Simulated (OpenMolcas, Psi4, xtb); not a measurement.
# CH2GeN (SMILES N#[C][GeH2]): methods side by side

CH2GeN: 5 atoms, total charge 0, spin state doublet. As SMILES, `N#[C][GeH2]`. The shape is that of a PBE0-D4/def2-TZVP optimisation.

Quantity: the dipole moment, in D. The values are calculated.

```tsv
level	kind	program	value (D)	CPU time
GFN0-xTB	semi-empirical	xtb	5.48	under 2 s
UHF/def2-SVPD	Hartree–Fock	Psi4	3.97	17 s
USVWN5/def2-SVPD	LDA	OpenMolcas	3.84	32 s
UBLYP/def2-SVPD	GGA	OpenMolcas	3.71	44 s
UTPSS/def2-SVPD	meta-GGA	OpenMolcas	3.68	67 s
UPBE0/def2-SVPD	global hybrid	OpenMolcas	3.83	48 s
U-wB97X/def2-SVPD	range-separated hybrid	Psi4	3.87	70 s
```

All-electron rows without a relativistic Hamiltonian named are non-relativistic. The values span 3.68 to 5.48 D. Magnitudes only. CPU times are rough (shared hosts, several kinds of processor): they show what a rung costs within a factor of a few.
